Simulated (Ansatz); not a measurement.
`C[N]1[SiH2][Al]1[CH3]`. Charge 0, multiplicity 1.

```xyz
13

C    -0.025    0.882    1.820
N     0.357    0.155    0.636
Si    1.881   -0.660    0.257
Al   -0.042   -0.456   -0.983
C    -1.551   -0.414   -2.210
H     0.636    1.738    1.997
H    -1.047    1.265    1.739
H     0.020    0.247    2.714
H     2.243   -1.775    1.188
H     3.080    0.237    0.224
H    -2.418    0.067   -1.751
H    -1.295    0.137   -3.119
H    -1.838   -1.425   -2.511
```

What are the harmonic wavenumbers in cm⁻¹ at PBE0-D4/def2-TZVP (Ansatz, finite differences of forces, unscaled)? (Estimate.)

The calculation gave: 11, 118, 119, 127, 246, 248, 392, 444, 514, 622, 644, 657, 711, 738, 786, 987, 1129, 1159, 1211, 1253, 1437, 1440, 1445, 1487, 1493, 2153, 2156, 3005, 3046, 3057, 3087, 3131, 3137.
